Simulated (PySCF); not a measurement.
CH5N2S, SMILES NC([NH3+])=S, charge +1. Atoms are numbered in the order given.

```xyz
9

N      1.2458    -0.9763     0.0000
C      0.1443    -0.2175     0.0000
N     -1.1182    -1.0976     0.0000
S     -0.0543     1.3856     0.0000
H      1.2559    -1.9921     0.0000
H      2.1472    -0.5039     0.0000
H     -1.9247    -0.4532     0.0000
H     -1.1847    -1.6988     0.8386
H     -1.1847    -1.6988    -0.8386
```
Charge +1, spin multiplicity 1.

Geometry optimised at B3LYP-D3(BJ)/def2-SVP. The isomer is the one that the SMILES or the coordinates give; other isomers of the formula were not compared. The values are those of a single conformer.

Two levels are set side by side: PBE/pcSseg-1 (PySCF) and KT2/pcSseg-1 (PySCF). GIAO shifts against H2S (³³S), NH3 (¹⁵N), TMS (¹H), TMS (¹³C) at the same level; non-relativistic, no solvent, atoms listed together averaged. Differences are taken from unrounded values.

```
quantity              KT2
------------------  -----
δ(¹⁵N) of N1 (ppm)  137.6
δ(¹³C) of C2 (ppm)  149.8
δ(¹⁵N) of N3 (ppm)  109.2
δ(³³S) of S4 (ppm)  537.3
```

Q: What does PBE give, and how far is it from KT2? (An estimate is asked for; the answer gives what the named calculation found.)

A: 
```tsv
quantity	PBE	PBE minus KT2
δ(¹⁵N) of N1 (ppm)	144.1	6.5
δ(¹³C) of C2 (ppm)	155.7	5.8
δ(¹⁵N) of N3 (ppm)	114.3	5.1
δ(³³S) of S4 (ppm)	595.0	57.7
```

Rough cost on one machine, each run with all the roots and properties that it gave: KT2 against PBE within a factor of 2.
